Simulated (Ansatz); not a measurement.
C₃H₁₀AgOP (`C[P+](C)(C)[Ag-][OH]`). Total charge 0; spin multiplicity 1. Ag: def2 effective core potential.

```xyz
16

C     1.4459    0.9329   -0.5023
P    -0.0350    0.0244    0.0385
C     0.0240    0.1901    1.8498
C    -1.3918    1.1442   -0.4270
Ag   -0.1966   -2.1205   -0.7562
O    -0.4185   -3.9957   -1.3810
H     2.3390    0.3960   -0.1792
H     1.4626    1.9446   -0.0892
H     1.4602    0.9878   -1.5918
H    -0.8809   -0.2388    2.2829
H     0.1072    1.2375    2.1507
H     0.8791   -0.3664    2.2365
H    -2.3365    0.7423   -0.0576
H    -1.2396    2.1456   -0.0163
H    -1.4539    1.2049   -1.5145
H     0.2349   -4.2288   -2.0433
```

Task: What are the harmonic wavenumbers in cm⁻¹ at PBE0-D4/def2-TZVP (Ansatz, finite differences of forces, unscaled)? (An estimate is asked.)

Result: Ansatz gave: 22, 77, 78, 165, 168, 188, 192, 215, 216, 251, 251, 340, 547, 688, 708, 752, 753, 787, 852, 852, 962, 962, 977, 1313, 1314, 1334, 1440, 1448, 1449, 1457, 1457, 1469, 3051, 3052, 3053, 3143, 3143, 3143, 3155, 3156, 3156, 3889.

Task: Is this a minimum?

Result: Yes, all 42 modes are real.

Task: Give the ideal-gas thermochemistry at 298.15 K and 1 bar (rigid rotor, harmonic oscillator; point group C1, symmetry number 1).

Result: Zero-point energy 332.7 kJ/mol; H(298) − E = 364.3 kJ/mol; entropy 444.1 J/(mol·K), of which translation 175.0, rotation 122.0, vibration 147.1; G(298) − E = 231.9 kJ/mol. Modes under 100 cm⁻¹ are hindered rotations or soft bends, so the harmonic entropy is rough.

Task: Rotational constants (cm⁻¹)?

Result: 0.1209, 0.02885, 0.02881.
